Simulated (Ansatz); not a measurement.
Correlation energies of Cl2HfI2 (`[Cl][Hf]([Cl])([I])[I]`) by basis set

```xyz
5

Cl    0.705   -1.486   -1.694
Hf    0.029    0.020   -0.074
Cl    0.313    2.172   -0.871
I    -2.559   -0.386    0.502
I     1.512   -0.319    2.136
```

The species carries charge 0 and has multiplicity 1. Correlated methods include outer-core shells of Hf, I, which these sets cover unevenly. Hf, I takes the def2 core potential. The structure was optimised at the PBE0-D4/def2-TZVP level. Frozen core, restricted reference, Ansatz.

```csv
basis,HF (Eh),MP2 corr.,CCSD corr.,(T),CCSD(T) total
def2-SVP,?,-0.72011,-0.74331,?,?
def2-TZVPP,-1560.15556,-1.68612,?,-0.05695,?
def2-QZVPP,-1560.18378,?,–,–,–
```

Question: Fill in the withheld values. (Estimate.)

Answer: Computed: def2-SVP HF (Eh): -1559.80124; def2-SVP (T): -0.02533; def2-SVP CCSD(T) total: -1560.56988; def2-TZVPP CCSD corr.: -1.64079; def2-TZVPP CCSD(T) total: -1561.85330; def2-QZVPP MP2 corr.: -2.11442.
